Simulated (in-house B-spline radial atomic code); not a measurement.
Values are calculated unless marked as measured or tabulated.
# Si in an electron gas of r_s = 4: phase shifts, screening and friction

A nucleus sits in a uniform electron gas with a rigid positive background. The Kohn-Sham equations are solved self-consistently in the spin-unpolarised LDA (PW92), non-relativistic, on B-splines with outgoing waves at the boundary and partial waves to l = 8. The model has no lattice, no bands and no magnetic solution. Atomic units; δ_l are the phase shifts at the Fermi level, counted so that each bound state adds π, and good to about 0.0005.

The density parameter is r_s = 4 bohr.

| l | δ_l (rad) |
| --- | --- |
| 0 | 7.8808 |
| 1 | 4.7345 |
| 2 | -0.0192 |
| 3 | 0.0002 |
| 4 | 0.0007 |
| 5 | 0.0001 |
| 6 | 0.0002 |
| 7 | 0.0001 |
| 8 | 0.0002 |

Bound levels below the band bottom (hartree): s -64.86, s -4.757, p -3.196, s -0.1299.

(1) Check the Friedel sum rule, and say where the screening charge sits.

(2) Find the transport cross section and the electronic stopping of a 1 keV Si ion (mass 28.09 u).

Answers

(1) k_F = (9π/4)^(1/3)/r_s = 0.47979. The rule is Z = (2/π) Σ (2l + 1) δ_l. The terms are s 5.017, p 9.042, d -0.061, f 0.001 and 0.009 beyond, in all 14.009 against Z = 14. Bound states hold 6 s, 6 p, 0 d electrons, so the scattering states carry 2.01 in all; where a term is smaller than its bound count, the bound level has drawn weight out of the band.

(2) σ_tr = (4π/k_F²) Σ (l + 1) sin²(δ_l − δ_(l+1)). The terms for l = 0 to 3 are 0.0000, 1.9966, 0.0011, 0.0000, all together 1.9977, so σ_tr = 54.589 × 1.9977 = 109.056 bohr². With n = 3/(4π r_s³) = 0.00373, the friction coefficient is Q = n k_F σ_tr = 0.1952. For v well below v_F = 0.480, dE/dx = Q v; with 24801 eV per u at v = 1, v = √(1000/(24801 × 28.09)) = 0.0379, so dE/dx = 0.00739 hartree/bohr = 3.8 eV/nm. The largest term couples the p and d waves.
